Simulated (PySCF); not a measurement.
## Correlation energy of P²⁺ (phosphorus, charge +2)

[Ne] 3s2 3p1, 2P determinant. Computed with PySCF 2.14 in pcseg-2 (5s4p2d1f, 34 functions), with no relativity, point nucleus. Frozen: [Ne]; 3 electrons correlated.

MP2 pair energies summed by pair of shells (mhartree):

```tsv
pair	energy	share (%)
3s-3s	-24.56	55.1
3s-3p	-20.03	44.9
```

Total MP2 correlation energy: -44.58 mhartree.

Same-spin part -2.74 and opposite-spin part -41.85 mhartree; SCS-MP2 scales them by 1/3 and 6/5 to -51.13 mhartree.

```
  level  correlation energy (mhartree)
   CCSD                         -63.15
    (T)                          -0.96
CCSD(T)                         -64.11
```

Diagnostics: T1 = 0.011, D1 = 0.0245, largest double amplitude 0.109.

Cost of the coupled-cluster step: 0.14 s of wall time on 1 thread of AMD EPYC 9R45 96-Core Processor (shared host), for 3 correlated electrons.

Iterations:

```
CC2 = 0
CCSD nocc = (np.int64(2), np.int64(1)), nmo = (29, 29)
frozen orbitals [[0, 1, 2, 3, 4], [0, 1, 2, 3, 4]]
max_cycle = 100
direct = 0
conv_tol = 1e-08
conv_tol_normt = 1e-06
diis_space = 8
diis_start_cycle = 0
Init t2, MP2 energy = -0.0445849764876925
Init E_corr(UCCSD) = -0.0445849764884095
cycle = 1  E_corr(UCCSD) = -0.056235574960513  dE = -0.0116505985  norm(t1,t2) = 0.0502816
cycle = 2  E_corr(UCCSD) = -0.0602436352694997  dE = -0.00400806031  norm(t1,t2) = 0.0214378
cycle = 3  E_corr(UCCSD) = -0.0631542139752487  dE = -0.00291057871  norm(t1,t2) = 0.00993748
cycle = 4  E_corr(UCCSD) = -0.0631366189300309  dE = 1.75950452e-05  norm(t1,t2) = 0.00111995
cycle = 5  E_corr(UCCSD) = -0.0631555304187608  dE = -1.89114887e-05  norm(t1,t2) = 0.000137901
cycle = 6  E_corr(UCCSD) = -0.0631494584258628  dE = 6.0719929e-06  norm(t1,t2) = 2.44152e-05
cycle = 7  E_corr(UCCSD) = -0.063151847692369  dE = -2.38926651e-06  norm(t1,t2) = 6.82184e-06
cycle = 8  E_corr(UCCSD) = -0.0631512133039532  dE = 6.34388416e-07  norm(t1,t2) = 2.12813e-06
cycle = 9  E_corr(UCCSD) = -0.0631511676773373  dE = 4.5626616e-08  norm(t1,t2) = 2.31079e-07
cycle = 10  E_corr(UCCSD) = -0.0631511799308162  dE = -1.22534789e-08  norm(t1,t2) = 5.86594e-08
cycle = 11  E_corr(UCCSD) = -0.0631511776840581  dE = 2.2467581e-09  norm(t1,t2) = 2.94716e-08
UCCSD converged
E(UCCSD) = -339.7037639977797  E_corr = -0.06315117768405808
UCCSD(T) correction = -0.00096252683330047
```
